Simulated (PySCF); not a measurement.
Species: C4H2F3O (charge +1).
Z-matrix (Å and degrees, PBE0-D3(BJ)/def2-SVP geometry), rows numbered from 1:
```
F 
C   1  1.2918
F   2  1.3100  1  111.45
F   2  1.2902  1  112.28  3  -125.82
O   2  1.4590  1  106.27  3   118.44
C   5  1.2691  2  121.59  1  -117.04
C   6  1.3745  5  146.82  2   179.47
C   7  1.3601  6   60.44  5   179.94
H   7  1.0932  6  150.95  8   179.38
H   8  1.0931  6  150.96  7  -179.55
```

All values: B3LYP/def2-SVPD (PySCF, non-relativistic), on one gas-phase PBE0-D3(BJ)/def2-SVP geometry that isn't relaxed in the solvent. The solvent is an IEF-PCM continuum (van der Waals radii × 1.2), and excitations are vertical TDDFT with non-equilibrium linear response and a frozen core. The model holds no explicit solvent molecules, cavitation or dispersion.

```tsv
run	E − E(gas) (kcal/mol)	HOMO (eV)	HOMO–LUMO gap (eV)	lowest singlet (eV)	static polarisability (au)
gas	0.00	-16.01	8.23	6.76	44.6
P	-60.56	-11.17	8.52	6.99	55.2
Q	-33.73	-13.29	8.37	6.87	49.1
```

The runs were made in benzene and water. Which run belongs to which solvent?

P = water, Q = benzene. The dielectric constants are 2.271 (benzene), 78.36 (water), and the energy falls further as ε rises. The optical constants n² used for the excitations are 2.25, 1.78 in the same order. In this model the ground state sees the solvent through ε alone.

How constant is the ratio of the lowering to 1 − 1/ε?

```tsv
solvent	1 − 1/ε	E − E(gas) (kcal/mol)	ratio (kcal/mol)	polarisation term (kcal/mol)
benzene	0.560	-33.73	-60.3	-33.99
water	0.987	-60.56	-61.3	-61.72
```

The ratio changes by +1.8 % in size from benzene to water. The polarisation term is half the interaction of the solute with the induced surface charges.

The run took 20 s on an Intel Xeon Platinum 8488C with one thread, on a shared host, and the process peaked at 0.84 GiB of memory. This is the whole response run at B3LYP/def2-SVPD in water, SCF included.
